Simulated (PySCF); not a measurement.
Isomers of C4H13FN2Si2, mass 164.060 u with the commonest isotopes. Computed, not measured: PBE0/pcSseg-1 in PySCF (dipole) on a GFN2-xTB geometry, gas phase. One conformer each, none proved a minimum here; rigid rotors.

Task: Order these by out-of-plane moment Σ m c² = (Ia + Ib − Ic)/2, largest first.
A. `[F:1][C@H:2]1[CH2:3][CH2:4][N:5]([SiH2:6][NH:7][SiH3:8])[CH2:9]1` with C4–N5–Si6–N7 -172°, N5–Si6–N7–Si8 -176°, F1–C2–C3–C4 121°, C2–C3–C4–N5 -26°, C3–C4–N5–Si6 -97°, C4–N5–C9–C2 -39°
B. `[NH2:1][CH2:2][C:3]1([Si@H:4]([F:5])[NH:6][SiH3:7])[CH2:8][CH2:9]1` with H–N1–C2–C3 61° and -57°, N1–C2–C3–Si4 -58°, C2–C3–Si4–F5 -163°, C3–Si4–N6–Si7 -174°
C. `[CH3:1][C@@H:2]1[NH:3][SiH2:4][N:5]([CH3:6])[SiH2:7][C@H:8]1[F:9]` with C1–C2–N3–Si4 168°, C2–N3–Si4–N5 31°, N3–Si4–N5–C6 -179°, Si4–N5–Si7–C8 -7°

Result: A (60.32 u·Å²), B (59.34 u·Å²), C (21.73 u·Å²).

Task: Order these by dipole moment, largest first.
A. `[CH3:1][C@@H:2]1[NH:3][SiH2:4][N:5]([CH3:6])[SiH2:7][C@H:8]1[F:9]` with C1–C2–N3–Si4 168°, C2–N3–Si4–N5 31°, N3–Si4–N5–C6 -179°, Si4–N5–Si7–C8 -7°
B. `[F:1][C@H:2]1[CH2:3][CH2:4][N:5]([SiH2:6][NH:7][SiH3:8])[CH2:9]1` with C4–N5–Si6–N7 -172°, N5–Si6–N7–Si8 -176°, F1–C2–C3–C4 121°, C2–C3–C4–N5 -26°, C3–C4–N5–Si6 -97°, C4–N5–C9–C2 -39°
C. `[NH2:1][CH2:2][C:3]1([Si@H:4]([F:5])[NH:6][SiH3:7])[CH2:8][CH2:9]1` with H–N1–C2–C3 61° and -57°, N1–C2–C3–Si4 -58°, C2–C3–Si4–F5 -163°, C3–Si4–N6–Si7 -174°

Result: B (2.22 D), A (1.74 D), C (1.39 D).

Task: Order these by radius of gyration √(Σ m r²/M), largest first.
A. `[NH2:1][CH2:2][C:3]1([Si@H:4]([F:5])[NH:6][SiH3:7])[CH2:8][CH2:9]1` with H–N1–C2–C3 61° and -57°, N1–C2–C3–Si4 -58°, C2–C3–Si4–F5 -163°, C3–Si4–N6–Si7 -174°
B. `[CH3:1][C@@H:2]1[NH:3][SiH2:4][N:5]([CH3:6])[SiH2:7][C@H:8]1[F:9]` with C1–C2–N3–Si4 168°, C2–N3–Si4–N5 31°, N3–Si4–N5–C6 -179°, Si4–N5–Si7–C8 -7°
C. `[F:1][C@H:2]1[CH2:3][CH2:4][N:5]([SiH2:6][NH:7][SiH3:8])[CH2:9]1` with C4–N5–Si6–N7 -172°, N5–Si6–N7–Si8 -176°, F1–C2–C3–C4 121°, C2–C3–C4–N5 -26°, C3–C4–N5–Si6 -97°, C4–N5–C9–C2 -39°

Result: C (2.494 Å), A (2.352 Å), B (2.202 Å).

| SMILES | point group | Ia (u·Å²) | Ib (u·Å²) | Ic (u·Å²) | κ | μa (D) | μb (D) | μc (D) |
| --- | --- | --- | --- | --- | --- | --- | --- | --- |
| F[C@H]1CCN([SiH2]N[SiH3])C1 | C1 | 211.67 | 868.73 | 959.76 | -0.94 | 1.25 | 1.15 | 1.43 |
| C[C@@H]1N[SiH2]N(C)[SiH2][C@H]1F | C1 | 296.35 | 520.65 | 773.54 | -0.40 | 1.09 | 0.94 | 0.98 |
| NCC1([Si@H](F)N[SiH3])CC1 | C1 | 303.47 | 663.74 | 848.53 | -0.69 | 0.02 | 0.52 | 1.29 |
